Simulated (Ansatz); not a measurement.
Reaction (hydrogenolysis of a B–O bond): `[CH3][AlH][BH]O` + H₂ → `[BH2][AlH][CH3]` + H₂O

Isolated molecules relaxed with PBE0-D4/def2-TZVP in Ansatz; ΔE leaves out vibrations. CBS: MP2 limit from def2 TZ/QZ plus the TZ coupled-cluster correction, frozen cores. This one scheme is used for every species. Functionals use def2-TZVPP. HSE06 is defined as in plane-wave codes. Each species was taken in one conformer, which may not be the lowest.

`[CH3][AlH][BH]O`:

Z-matrix (Å, degrees):
```
C
Al 1 1.964
H 1 1.096 2 110.3
H 1 1.094 2 115.1 3 121.6
H 1 1.096 2 110.4 3 -116.7
B 2 2.172 1 120.3 3 -120.3
H 2 1.596 1 116.9 3 59.6
O 6 1.357 2 121.7 1 0.6
H 6 1.205 2 125.2 1 -179.4
H 8 0.961 6 114.0 2 0.0
```

H₂:

```xyz
2

H    -0.367   -0.014   -0.066
H     0.367    0.014    0.066
```

`[BH2][AlH][CH3]`:

```xyz
9

B     1.009   -1.230    1.259
Al   -0.513   -0.490   -0.016
C    -0.412    1.248   -0.917
H     1.930   -1.892    0.863
H     1.027   -1.033    2.444
H    -1.810   -1.389   -0.278
H     0.441    1.858   -0.613
H    -0.347    1.100   -2.001
H    -1.325    1.827   -0.741
```

H₂O:

Cartesian coordinates in Å:
```
O -0.076 -0.368 0.100
H -0.120 0.409 0.660
H 0.197 -0.041 -0.760
```

| level | ΔE (kcal/mol) | difference from CCSD(T)/CBS |
| --- | --- | --- |
| PBE-D4 | 28.0 | 2.3 |
| r2SCAN-D4 | 27.6 | 1.9 |
| HSE06-D4 | 26.2 | 0.5 |
| CAM-B3LYP-D4 | 27.2 | 1.5 |
| BHLYP | 24.7 | -1.0 |
| LC-ωPBE | 25.8 | 0.1 |
| CCSD(T)/def2-SVP | 30.5 | 4.8 |
| MP2/def2-QZVPP | 26.9 | 1.2 |
| HF/CBS(def2) | 21.3 | -4.4 |
| CCSD/CBS(def2) | 24.3 | -1.4 |
| CCSD(T)/CBS | 25.7 | 0 |

Largest T1 diagnostic among the species: 0.013.

Leaving LDA and LC-ωPBE aside and taking each functional with its dispersion term where it has one, the values, not all of them listed here, spread over 3.1 kcal/mol, from BHLYP-D4 to BLYP-D4. LDA lies +2.7 kcal/mol from PBE without D4. From BLYP to BHLYP (50 % exact exchange), in def2-TZVPP and without D4, ΔE moves by −2.6 kcal/mol. In def2-TZVPP, CCSD(T) changes the Hartree–Fock value by +4.9 kcal/mol (the triples alone add +1.4 kcal/mol) and MP2 by +5.9 kcal/mol.
